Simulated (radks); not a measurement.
Q: Valence configurations of neutral niobium (all share [Kr]). All-electron calculation, Dirac Kohn-Sham, PBE, spin-unpolarised, spherical densities, finite nucleus; open shells fill j = l - 1/2 first; Fermi nuclear charge, rms radius 4.324 fm. Program: a radial shooting solver on a logarithmic mesh with Libxc functionals. Order these by energy: 4d3 5s1 5p1; 4d3.5 5s1.5; 4d5; 4d2 5s1 5p2; 4d1.5 5s1 5p2.5; 4d1.5 5s1.5 5p2; 4d2.5 5s1.5 5p1; 4d3 5s2; 4d4 5s1; 4d2 5s2 5p1.

A: From the lowest, in eV above it: 4d3 5s2 0.000; 4d3.5 5s1.5 0.117; 4d4 5s1 0.462; 4d5 1.829; 4d3 5s1 5p1 3.212; 4d2.5 5s1.5 5p1 3.543; 4d2 5s2 5p1 4.175; 4d2 5s1 5p2 7.895; 4d1.5 5s1.5 5p2 9.044; 4d1.5 5s1 5p2.5 11.136. NIST lists [Kr] 4d4 5s1 as the ground configuration; this level of theory puts 4d3 5s2 lower, by 0.462 eV. The energies are those of spherical spin-averaged densities, not of single terms.
